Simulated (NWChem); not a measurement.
Species: CuH4O2F2, doublet; SMILES [OH2]->[Cu](<-[OH2])([F])[F]

Computed with NWChem. Pople sets run with spherical d functions. Spin-unrestricted. All runs use the structure optimised with B3LYP/6-31G* (spherical d), spin-unrestricted. Not confirmed as a minimum by frequencies. This spin state was assumed; another may lie lower. No stability test was run on the SCF state.

For level UHF/6-31G*:

```yaml
highest occupied level (eV): -13.38
lowest empty minus highest occupied level, either spin (eV): 16.09
dipole (D): 1.42
```

Question: How do the values read with level UHF/3-21G instead?

Answer: The highest occupied level (eV) is -12.24. The lowest empty minus highest occupied level, either spin (eV) is 12.27 and the dipole (D) comes out as 1.54.
